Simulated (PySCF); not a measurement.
Al(H)(NHMe)2 (C2H9AlN2), SMILES C[NH][AlH][NH]C.

The structure is a stationary point at PBE-D3(BJ)/def2-SVP. The structure was generated by enumeration; whether it is a known compound was not checked. Other conformers were not sampled.

Computed with PySCF with PBE-D3(BJ)/def2-SVP.

Frequencies are harmonic and unscaled.

| mode | ν (cm⁻¹) | IR (km/mol) | moving atoms (share of kinetic energy) |
|---|---|---|---|
| 1 | 57 | 0.5 | H 54 %, N 30 %, C 16 % |
| 2 | 93 | 0.3 | C 47 %, H 27 %, Al 18 % |
| 3 | 116 | 1.4 | H 83 % |
| 4 | 150 | 0.0 | H 53 %, N 37 % |
| 5 | 186 | 3.9 | H 59 %, N 24 %, Al 16 % |
| 6 | 204 | 0.5 | C 33 %, N 32 %, H 29 % |
| 7 | 356 | 15.6 | N 43 %, Al 23 %, C 17 %, H 17 % |
| 8 | 430 | 55.3 | H 79 %, Al 12 %, N 8 % |
| 9 | 481 | 184.5 | H 86 %, N 14 % |
| 10 | 522 | 3.8 | H 92 % |
| 11 | 589 | 47.5 | H 67 %, N 12 %, C 11 %, Al 10 % |
| 12 | 661 | 55.0 | H 38 %, N 38 %, Al 18 % |
| 13 | 774 | 145.9 | Al 49 %, N 24 %, H 17 %, C 10 % |
| 14 | 1039 | 17.9 | H 86 %, C 11 % |
| 15 | 1046 | 28.3 | H 84 %, C 11 % |
| 16 | 1096 | 0.0 | H 75 %, C 19 % |
| 17 | 1100 | 0.1 | H 76 %, C 19 % |
| 18 | 1136 | 113.9 | N 46 %, C 36 %, H 17 % |
| 19 | 1142 | 101.4 | N 45 %, C 35 %, H 18 % |
| 20 | 1335 | 23.4 | H 68 %, N 20 %, C 12 % |
| 21 | 1343 | 56.4 | H 66 %, N 22 %, C 11 % |
| 22 | 1402 | 17.4 | H 85 %, C 14 % |
| 23 | 1402 | 46.8 | H 86 %, C 14 % |
| 24 | 1408 | 1.3 | H 97 % |
| 25 | 1411 | 1.3 | H 97 % |
| 26 | 1446 | 3.9 | H 96 % |
| 27 | 1448 | 4.5 | H 96 % |
| 28 | 1902 | 141.9 | H 96 % |
| 29 | 2901 | 217.4 | H 97 % |
| 30 | 2904 | 55.2 | H 97 % |
| 31 | 2951 | 20.9 | H 90 %, C 10 % |
| 32 | 2951 | 78.4 | H 90 %, C 10 % |
| 33 | 3025 | 28.0 | H 91 %, C 9 % |
| 34 | 3026 | 21.2 | H 91 %, C 9 % |
| 35 | 3494 | 16.3 | H 93 % |
| 36 | 3495 | 3.1 | H 93 % |
